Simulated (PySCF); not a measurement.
C3H8GeO.
Atom-mapped SMILES: `[CH2:1]=[CH:2][GeH2:3][O:4][CH3:5]` (hydrogens: H6, H7 on C1; H8 on C2; H9, H10 on Ge3; H11, H12, H13 on C5)

Structure used (PBE0-D3(BJ)/def2-SVP), in Å, numbered top down from 1:
```
atom  x, y, z in Å
C1     2.0520    0.9828   -0.1857
C2     1.4082    0.0585    0.5336
Ge3    0.1856   -1.2130   -0.2672
O4    -1.4593   -0.9756    0.3878
C5    -2.1213    0.2389    0.1880
H6     2.7460    1.6993    0.2687
H7     1.9180    1.0670   -1.2706
H8     1.5741    0.0175    1.6173
H9     0.1697   -0.9688   -1.7943
H10    0.5088   -2.6683    0.0960
H11   -1.5562    1.1065    0.5811
H12   -2.3333    0.4361   -0.8816
H13   -3.0875    0.2021    0.7168
```

Level of theory: PBE0-D3(BJ)/def2-SVP geometry optimisation, gas phase in PySCF 2.14.0.

Masses are those of the commonest isotopes; rigid-rotor values at the optimised geometry. The values belong to one conformer with, in the numbering `[CH2:1]=[CH:2][GeH2:3][O:4][CH3:5]`, C1–C2–Ge3–O4 -117°, C2–Ge3–O4–C5 62°.

(1) Give the principal moments of inertia and the rotational constants in cm⁻¹.

(2) Classify the top.

(3) Is it planar, by Δ = Ic − Ia − Ib?

(4) List the rotational levels J(Ka,Kc) to J = 3 (MHz).

(5) Which types of transition are allowed, and where do some lines up to J = 3 fall?

(6) Estimate the classical rotational partition function at 25 K, 50 K and 200 K.

## Answers

(1) Ia = 102.44, Ib = 221.93, Ic = 291.21 u·Å²; 505379 MHz·u·Å²/I gives 4934, 2277 and 1735 MHz, that is A = 0.16456, B = 0.07596, C = 0.05789 cm⁻¹.

(2) An asymmetric top; Ray's κ = -0.661.

(3) Not planar: Δ = Ic − Ia − Ib = -33.16 u·Å². For a rigid frame Δ = −2 Σ m c², so Σ m c² = 16.58 u·Å² lies off the ab plane: 9.29 from hydrogen and 7.28 from heavier atoms. The atom farthest from that plane is 1.65 Å away.

(4) Above 0(0,0):
J = 1: 1(0,1) 4013, 1(1,1) 6669, 1(1,0) 7211
J = 2: 2(0,2) 11963, 2(1,2) 14152, 2(1,1) 15778, 2(2,1) 23747, 2(2,0) 23821
J = 3: 3(0,3) 23711, 3(1,3) 25334, 3(1,2) 28578, 3(2,2) 35785, 3(2,1) 36149, 3(3,1) 50464, 3(3,0) 50471
The levels of one J sum to (2J + 1)J(J + 1)(A + B + C)/3.

(5) The dipole components are |μa| = 1.44 D, |μb| = 0.89 D, |μc| = 0.55 D. The squared components, which scale the intensities, stand as 1.00 : 0.38 : 0.15 (a : b : c). Some lines, for components of 0.1 D or more:

| type | branch | J(Ka,Kc) | MHz | lower level (cm⁻¹) |
| --- | --- | --- | --- | --- |
| b | Q | 1(1,0) ← 1(0,1) | 3198 | 0.134 |
| c | Q | 3(2,2) ← 3(1,2) | 7207 | 0.953 |
| c | R | 1(1,0) ← 0(0,0) | 7211 | 0.000 |
| a | R | 2(0,2) ← 1(0,1) | 7951 | 0.134 |
| a | R | 2(1,1) ← 1(1,0) | 8567 | 0.241 |
| b | R | 3(0,3) ← 2(1,2) | 9559 | 0.472 |
| b | Q | 2(2,1) ← 2(1,2) | 9594 | 0.472 |
| b | Q | 3(2,2) ← 3(1,3) | 10451 | 0.845 |
| a | R | 3(2,1) ← 2(2,0) | 12328 | 0.795 |
| b | Q | 3(3,0) ← 3(2,1) | 14322 | 1.206 |
| c | R | 2(2,0) ← 1(1,0) | 16611 | 0.241 |

(6) Point group C1, symmetry number σ = 1; q = (√π/σ)·√((kT/h)³/(ABC)), k/h = 20836.6 MHz/K: 4770 at 25 K, 13500 at 50 K, 108000 at 200 K.

No frequency check. No vibrational averaging or centrifugal distortion is included, and the geometry carries the error of its method. A rigid rotor knows nothing of internal rotation, which can split or shift real lines.

Hardware: one thread, Arm Neoverse V1 (aarch64), shared host with 64 logical CPUs at a one-minute load of 21. Cost: 56 s, 0.53 GiB resident at most. These figures are those of the optimisation.
